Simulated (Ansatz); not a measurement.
Clusters of 3 atoms, alloy: PBE-D4/def2-SVP single points in Ansatz on relaxed structures, gas phase. Each cluster is the lowest isomer that a short search found in that spin, judged at the geometry's level, and lower ones may exist. Core potentials for Ag, Au, Pt, Te, no spin–orbit coupling. HOMO and LUMO are taken over both spins. Binding counts from free atoms in the multiplicity of their measured ground term, without zero-point energy. The structures are stationary points that may keep the symmetry of their start. Remarks come from the PBE and PBE0 runs and from stability tests at other levels; not every state was tested. HOMO above LUMO (over both spins in singlets and doublets, within one spin in higher multiplets; at PBE or PBE0), or a gap under 0.15 eV within one spin, warns that the state may not be the lowest or that an electron is smeared out.

```json
{"species": "Al2Ga", "atoms": "3", "state": "doublet", "geometry": "B3LYP-D4/def2-TZVP", "HOMO (eV)": "-4.23", "LUMO (eV)": "-3.76", "gap (eV)": "0.47", "binding per atom (eV)": "1.37", "point group (within 0.1 Å)": "C2v", "remarks": "–"}
{"species": "Pt2Au", "atoms": "3", "state": "doublet", "geometry": "PBE0-D4/def2-TZVP", "HOMO (eV)": "-4.71", "LUMO (eV)": "-4.56", "gap (eV)": "0.14", "binding per atom (eV)": "1.88", "point group (within 0.1 Å)": "C2v", "remarks": "gap within one spin near zero"}
{"species": "CuTe2", "atoms": "3", "state": "doublet", "geometry": "PBE-D4/def2-TZVP", "HOMO (eV)": "-4.51", "LUMO (eV)": "-4.19", "gap (eV)": "0.31", "binding per atom (eV)": "1.99", "point group (within 0.1 Å)": "C2v", "remarks": "–"}
{"species": "CuAg2", "atoms": "3", "state": "doublet", "geometry": "PBE-D4/def2-TZVP", "HOMO (eV)": "-4.38", "LUMO (eV)": "-4.01", "gap (eV)": "0.37", "binding per atom (eV)": "1.18", "point group (within 0.1 Å)": "C2v", "remarks": "–"}
```

The gap (eV) runs from 0.14 (Pt2Au) to 0.47 (Al2Ga).
